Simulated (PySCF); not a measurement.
Dipole response of Al (aluminium, neutral)

[Ne] 3s2 3p1, 2P determinant. All numbers are calculated (PySCF 2.14, scalar relativity by spin-free X2C-1e, in aug-cc-pVQZ-DK (7s6p4d3f2g, 84 functions)). Coupled (time-dependent) response in atomic units; α is the mean over directions.

| method | mean α (bohr³) | α xx, yy, zz | C₆ (like pair) | S(−4) |
| --- | --- | --- | --- | --- |
| UHF | 61.28 | 51.81, 80.21, 51.81 | 553.2 | 1971 |
| PBE | 65.74 | 53.33, 90.56, 53.33 | 582.3 | 2817 |
| PBE0 | 62.44 | 51.75, 83.81, 51.75 | 553.0 | 2301 |
| BP86 | 66.20 | 53.25, 92.10, 53.25 | 586.8 | 2861 |
| r2SCANh | 61.01 | 51.04, 80.94, 51.04 | 561.3 | 1899 |

S(−4) is the Cauchy moment in α(ω) = α(0) + S(−4) ω² + …

Reference α: 57.8 ± 1 bohr³ (recommended; Schwerdtfeger and Nagle, table of static dipole polarizabilities (2023 update)). Published C₆: 528.0 (Chu and Dalgarno (2004); Tang, Norbeck and Certain (1976)).

α(iu) at PBE0:

| u (hartree) | α(iu) (bohr³) |
| --- | --- |
| 0 | 62.44 |
| 0.0500 | 57.38 |
| 0.100 | 47.21 |
| 0.200 | 29.60 |
| 0.300 | 18.99 |
| 0.500 | 9.130 |
| 0.750 | 4.648 |
| 1.00 | 2.810 |
| 1.50 | 1.375 |
| 2.00 | 0.8354 |
| 3.00 | 0.4210 |
| 5.00 | 0.1775 |

The components differ because the open shell of this determinant is not spherical; for a pure term their mean is the scalar polarisability.
